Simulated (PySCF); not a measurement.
NMR data simulated for an unnamed compound:

¹H NMR (300 MHz, computed): δ 0.17 (s, 27H).

¹³C{¹H} NMR (computed): δ 5.6 (CH3).

One conformer, one averaged value for each set of equivalent atoms, isolated molecule, non-relativistic. σ from GIAO-PBE0/pcSseg-1; geometry: PBE0-D3(BJ)/def2-SVP; PySCF 2.14.0 with density-fitted response routines.

Referencing at the same level of theory: ¹H (σref 31.27) and ¹³C (σref 184.41) vs TMS.

**Question.** Which of these does the molecule contain: a three-membered ring, a Si–CH3 group, an S-methyl group, an amide?

**Answer.** 
- A three-membered ring: no.
- A Si–CH3 group: yes (δC 5.6; δH 0.17 (s)).
- An S-methyl group: no.
- An amide: no.

The data belong to SMILES [Si](N([Si](C)(C)C)[Si](C)(C)C)(C)(C)C, C9H27NSi3; they needn't prove each group on their own.

Carbon signals by region: 1 below 50 ppm.

Shifts are as computed. Against solution values, carbons near 30 ppm lie about +2 ppm off and those near 130 ppm about +5 ppm (rms about the fit 1.9 ppm; single classes can miss by 10 ppm). Of 1328 compounds with measured shifts, 309 miss one by over three times the rms of a fit or turn the order of signals round; such compounds aren't used in these exercises. Signals without a measured value on file couldn't be tested in this way; 1H shifts scatter by 0.2 ppm about their fit, and single ones miss by 0.5 ppm.
